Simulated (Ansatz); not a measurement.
Ansatz (a first-principles code) input:
A basis named .json is the Basis Set Exchange file of that set.

Ansatz 0.2 input:
```yaml
crystal:
  periodic: [false, false, false]
  atoms:
    - {symbol: Si, position_ang: [0.03863853, 0.17921222, -0.46970711]}
    - {symbol: Cl, position_ang: [0.27826651, -0.93227476, 1.47154191]}
    - {symbol: N, position_ang: [1.18354095, 0.05475074, -1.61906240]}
    - {symbol: N, position_ang: [-0.01114372, 1.83774123, 0.11822405]}
    - {symbol: N, position_ang: [-1.59070089, -0.41737527, -0.76689801]}
    - {symbol: H, position_ang: [1.21664943, -0.82033176, -2.12908882]}
    - {symbol: H, position_ang: [0.85571530, 2.30563504, -0.11815414]}
    - {symbol: H, position_ang: [-0.15758083, 1.91917853, 1.11572890]}
    - {symbol: H, position_ang: [-2.07636490, 0.10567909, -1.48483983]}
    - {symbol: H, position_ang: [-2.18176355, -0.49627789, 0.05019531]}
basis:
  gaussian:
    orbitals: aug-cc-pV_D+d_Z.json
total_charge: -1
magnetization: {spin_polarized: false}
correlation: {method: ccsd_t, electrons: outside_noble_gas}
output: {forces: true}
```

Question: What final total energy does it print?

Answer: -915.76002 Eh (CCSD(T)/aug-cc-pV(D+d)Z). The basis has 178 functions. The run takes roughly 12 core-minutes.

It need not be the lowest isomer of its formula. Whether it binds its extra electron was not tested at this geometry.
